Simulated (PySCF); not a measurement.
**State search for SeO**

Unrestricted PBE0; basis Se cc-pVTZ-PP with ECP10, O cc-pVTZ; scalar-relativistic core potentials; PySCF 2.14. Outer shells of the fragments: Se 3d10 4s2 4p4; O 2s2 2p4.

Followed along the bond (rough minima from three points):

```
2Ms+1    unpaired  ⟨S²⟩ at the start  R at minimum (Å)  Te (eV)
    3        π ↑↑               2.01              1.64     0.00
    1        π ↑↓               1.01              1.64     0.31
    1        none               0.00              1.64     1.26
    5  σ ↑, π ↑↑↑               6.01  none in the scan   ≤ 4.80
```

Solutions found at the starting distance of 1.715 Å, counted from the lowest of them; the search is not exhaustive and high or unbound solutions are not listed, so other states can lie among these:

```json
{"2Ms+1": "3", "unpaired": "π ↑↑", "term": "³Σ⁻", "E (eV)": "0.00", "⟨S²⟩": "2.01", "⟨Lz²⟩": "0.00", "μ (D)": "-2.26"}
{"2Ms+1": "1", "unpaired": "π ↑↓", "term": "mixed", "E (eV)": "0.31", "⟨S²⟩": "1.01", "⟨Lz²⟩": "2.02", "μ (D)": "-2.28"}
{"2Ms+1": "1", "unpaired": "none", "term": "mixed", "E (eV)": "1.26", "⟨S²⟩": "0.00", "⟨Lz²⟩": "2.01", "μ (D)": "-2.27"}
{"2Ms+1": "3", "unpaired": "π ↑↑", "term": "mixed", "E (eV)": "3.12", "⟨S²⟩": "2.01", "⟨Lz²⟩": "2.01", "μ (D)": "-0.83"}
{"2Ms+1": "3", "unpaired": "σ ↑, π ↑", "term": "³Π", "E (eV)": "4.39", "⟨S²⟩": "2.19", "⟨Lz²⟩": "1.04", "μ (D)": "-1.42"}
{"2Ms+1": "3", "unpaired": "σ ↑, π ↑", "term": "³Π", "E (eV)": "4.58", "⟨S²⟩": "2.01", "⟨Lz²⟩": "1.01", "μ (D)": "-1.34"}
{"2Ms+1": "1", "unpaired": "σ ↓, π ↑", "term": "mixed", "E (eV)": "4.68", "⟨S²⟩": "1.17", "⟨Lz²⟩": "1.07", "μ (D)": "-1.26"}
{"2Ms+1": "1", "unpaired": "σ ↓, π ↑", "term": "mixed", "E (eV)": "4.88", "⟨S²⟩": "1.01", "⟨Lz²⟩": "1.01", "μ (D)": "-1.42"}
{"2Ms+1": "5", "unpaired": "σ ↑, π ↑↑↑", "term": "⁵Π", "E (eV)": "5.65", "⟨S²⟩": "6.01", "⟨Lz²⟩": "1.00", "μ (D)": "-0.33"}
{"2Ms+1": "3", "unpaired": "σ ↑, π ↑↑↓", "term": "mixed", "E (eV)": "6.45", "⟨S²⟩": "3.01", "⟨Lz²⟩": "3.03", "μ (D)": "-0.35"}
{"2Ms+1": "5", "unpaired": "σ ↑↑, π ↑↑", "term": "⁵Σ⁻", "E (eV)": "6.74", "⟨S²⟩": "6.01", "⟨Lz²⟩": "0.00", "μ (D)": "-0.78"}
{"2Ms+1": "1", "unpaired": "σ ↓↓, π ↑↑", "term": "mixed", "E (eV)": "8.03", "⟨S²⟩": "2.01", "⟨Lz²⟩": "0.00", "μ (D)": "-0.72"}
```

A term symbol is given only where ⟨S²⟩ and ⟨Lz²⟩ are close to those of a pure state; real π, δ and φ orbitals otherwise mix terms. A positive dipole means Se(−)O(+).

Spin–orbit coupling is left out. Counting both spins, an empty level lies below a filled one in some of these solutions, because spin and occupation are held.
